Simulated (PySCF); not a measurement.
Frontier orbitals and the lowest excitations

SnMe4, C4H12Sn.
Cartesian coordinates in Å at the PBE0-D3(BJ)/def2-SVP level; atoms count from 1:
```
atom  x, y, z in Å
Sn1   -0.0041    0.0006    0.0028
C2    -0.0003   -0.0257    2.1595
H3    -1.0263    0.0558    2.5475
H4     0.5880    0.8169    2.5515
H5     0.4396   -0.9628    2.5307
C6     2.0302    0.0101   -0.7132
H7     2.0504   -0.0745   -1.8096
H8     2.5910   -0.8353   -0.2881
H9     2.5356    0.9438   -0.4259
C10   -1.0205    1.7697   -0.6956
H11   -0.9316    1.8576   -1.7883
H12   -0.5832    2.6676   -0.2350
H13   -2.0882    1.7281   -0.4349
C14   -1.0164   -1.7543   -0.7375
H15   -2.0214   -1.8294   -0.2972
H16   -0.4528   -2.6613   -0.4750
H17   -1.1187   -1.7074   -1.8315
```

Computed with TDDFT wB97X-D/def2-SVPD, vertical, gas phase, core orbitals frozen in the response, def2 core potentials past Kr (PySCF). Spin–orbit coupling is left out.

Frontier orbitals with the atoms that hold most of them (Löwdin shares over 4%, at most four atoms):

```json
{"orbital": "LUMO+2", "ε (eV)": "2.73", "atoms": "C14 17%, C2 14%, Sn1 12%, H17 8%"}
{"orbital": "LUMO+1", "ε (eV)": "2.73", "atoms": "C6 21%, Sn1 12%, C2 12%, H7 9%"}
{"orbital": "LUMO", "ε (eV)": "1.68", "atoms": "Sn1 43%, C10 5%, C14 5%, C2 5%"}
{"orbital": "HOMO", "ε (eV)": "-9.51", "atoms": "C6 33%, Sn1 20%, C2 19%, H7 5%"}
{"orbital": "HOMO-1", "ε (eV)": "-9.52", "atoms": "C14 38%, Sn1 20%, C2 10%, C10 8%"}
{"orbital": "HOMO-2", "ε (eV)": "-9.52", "atoms": "C10 34%, Sn1 20%, C2 14%, C6 8%"}
{"orbital": "HOMO-3", "ε (eV)": "-12.73", "atoms": "C6 20%, C2 17%, C14 15%, H7 9%"}
```

Within 0.005 eV of a neighbour in this list lie HOMO-2/HOMO-1/HOMO and LUMO+1/LUMO+2.

(1) The HOMO–LUMO gap is 11.19 eV. Where does the response calculation put the lowest singlet, and from which orbitals?

## Answers

(1) S1 is at 7.33 eV (f = 0.131), 3.86 eV below the gap, made of HOMO-2/HOMO-1/HOMO→LUMO (≥86%). S1/S2/S3 lie within about 0.01 eV of each other. 

Next come S2 at 7.33 eV (f 0.133), HOMO-2/HOMO-1/HOMO→LUMO (≥85%); S3 at 7.33 eV (f 0.133), HOMO-2/HOMO-1/HOMO→LUMO (≥85%); S4 at 8.20 eV (f 0.0000), HOMO-2/HOMO-1/HOMO→LUMO+1/LUMO+2 (≥53%), HOMO-2/HOMO-1/HOMO→LUMO+3 (≥20%); S5 at 8.23 eV (f 0.0000), HOMO-2/HOMO-1/HOMO→LUMO+1/LUMO+2 (≥72%), HOMO-2/HOMO-1/HOMO→LUMO+3 (≥10%).

Orbitals of the list HOMO-3 to LUMO+2 that lie within 0.01 eV of each other are written together with a slash and their weights summed (≥ marks a lower bound); for degenerate orbitals outside that list single weights are arbitrary.

Löwdin shares depend on the basis, the more so with diffuse functions.
